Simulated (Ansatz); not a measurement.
Molecule: C$_{8}$H$_{4}$Si, net charge 0, singlet state. 
Coordinates optimised at B3LYP-D3(BJ)/def2-TZVP (Ansatz, a first-principles code):
```xyz
13

C     -1.7653     0.8909    -2.2852
C     -1.0616     0.5358    -1.3742
Si     0.0000     0.0000     0.0000
C      1.0638     1.3796     0.5172
C      1.7690     2.2942     0.8600
C      1.0345    -1.3927    -0.5410
C      1.7202    -2.3160    -0.8997
C     -1.0367    -0.5227     1.3981
C     -1.7239    -0.8692     2.3249
H     -2.3867     1.2045    -3.0897
H      2.3917     3.1019     1.1628
H      2.3258    -3.1313    -1.2164
H     -2.3307    -1.1751     3.1433
```
Charge 0, spin multiplicity 1.

Parts of the frozen-core correlation energy in cc-pV(T+d)Z (Ansatz, hartree). Frozen orbitals: 13; correlated occupied orbitals by spin: 20 and 20; virtual: 302 and 302. Spin-orbit coupling is left out. Non-relativistic.

```tsv
term	value
reference (HF)	-594.12644
MP2 opposite-spin	?
MP2 same-spin	-0.31969
CCSD correlation	?
(T)	?
T1 diagnostic	0.014
largest doubles amplitude	0.029
```

Problem. Fill in the missing entries.

Solution. 
- MP2 opposite-spin, value: -0.97573
- CCSD correlation, value: -1.32143
- (T), value: -0.07626
